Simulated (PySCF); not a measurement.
**Spin-rotation constants: `InChI=1S/C10H23P/c1-8-9(2)11(6,7)10(3,4)5/h9H,6,8H2,1-5,7H3/t9-,11-/m1/s1`**

Geometry:
```
atom   x (Å)   y (Å)   z (Å)
  C1  -0.505  -1.945  -1.413
  P2  -0.245  -0.750  -0.232
  C3   0.418  -1.643   1.220
  C4   1.060   0.422  -0.862
  C5   0.773   0.724  -2.331
  C6   2.462  -0.185  -0.729
  C7   3.185   0.234   0.545
  C8  -1.536   0.422   0.628
  C9  -0.995   1.281   1.765
 C10  -2.122   1.313  -0.463
 C11  -2.628  -0.511   1.145
 H12  -1.111  -2.755  -1.009
 H13  -0.931  -1.559  -2.335
 H14   1.295  -2.202   0.904
 H15   0.662  -0.986   2.050
 H16  -0.344  -2.355   1.534
 H17   1.010   1.353  -0.288
 H18   1.470   1.475  -2.702
 H19   0.895  -0.183  -2.918
 H20  -0.238   1.094  -2.479
 H21   3.063   0.140  -1.582
 H22   2.387  -1.274  -0.794
 H23   3.329   1.313   0.557
 H24   4.163  -0.239   0.598
 H25   2.624  -0.041   1.433
 H26  -1.779   1.956   2.109
 H27  -0.685   0.674   2.613
 H28  -0.150   1.887   1.445
 H29  -3.018   1.819  -0.103
 H30  -2.398   0.710  -1.329
 H31  -1.409   2.074  -0.775
 H32  -2.929  -1.203   0.358
 H33  -2.283  -1.090   2.000
 H34  -3.505   0.057   1.455
```

Method used: PySCF, GIAO B97-2/pcSseg-1 magnetisability, rotational g tensor and spin-rotation constants, non-relativistic, gas phase. Geometry: GFN2-xTB.

Q: Give the nuclear spin-rotation constants along the inertial axes (H = +C I·J) beside the isotropic shieldings.

A: Rotational constants 1.2013, 0.6940, 0.6669 GHz. A star marks the isotopologue with that one atom substituted, in its own axes.
```
atom  isotope  Caa (kHz)  Cbb (kHz)  Ccc (kHz)  mean (kHz)  σ (ppm)
  P2      31P      1.879      1.170      1.108       1.385    297.5
 H12       1H     -0.099     -0.075     -0.022      -0.065     32.4
 H13       1H     -0.144      0.001     -0.067      -0.070     32.2
 H14       1H     -0.014     -0.078     -0.053      -0.048     30.6
 H15       1H     -0.137     -0.019     -0.041      -0.066     30.6
 H16       1H     -0.061     -0.076     -0.027      -0.055     30.4
 H17       1H     -0.120     -0.064     -0.002      -0.062     30.4
 H18       1H     -0.060     -0.074     -0.029      -0.054     30.8
 H19       1H     -0.114     -0.048     -0.015      -0.059     30.2
 H20       1H     -0.017     -0.056     -0.069      -0.047     30.8
 H21       1H     -0.034     -0.047     -0.068      -0.050     30.8
 H22       1H     -0.117     -0.077      0.023      -0.057     29.5
 H23       1H     -0.133     -0.080      0.017      -0.065     30.9
 H24       1H     -0.007     -0.068     -0.062      -0.046     30.7
 H25       1H     -0.047     -0.037     -0.073      -0.052     30.9
 H26       1H     -0.022     -0.079     -0.045      -0.048     30.6
 H27       1H     -0.139     -0.006     -0.052      -0.066     30.8
 H28       1H     -0.031     -0.077     -0.040      -0.050     30.5
 H29       1H     -0.001     -0.079     -0.063      -0.048     31.2
 H30       1H     -0.133     -0.011     -0.044      -0.062     30.3
 H31       1H     -0.066     -0.078     -0.023      -0.056     30.8
 H32       1H     -0.124     -0.027     -0.030      -0.060     30.1
 H33       1H     -0.132     -0.007     -0.057      -0.065     31.0
 H34       1H      0.001     -0.086     -0.057      -0.048     31.2
  C1     13C*      0.116      0.064      0.070       0.083    198.9
  C3     13C*      0.162      0.084      0.091       0.112    176.3
  C4     13C*      0.200      0.116      0.104       0.140    155.0
  C5     13C*      0.168      0.092      0.111       0.124    166.0
  C6     13C*      0.179      0.108      0.122       0.136    155.3
  C7     13C*      0.176      0.093      0.099       0.122    168.0
  C8     13C*      0.198      0.130      0.121       0.149    145.2
  C9     13C*      0.211      0.096      0.106       0.138    158.5
```
For the geometry as given, no vibrational averaging.
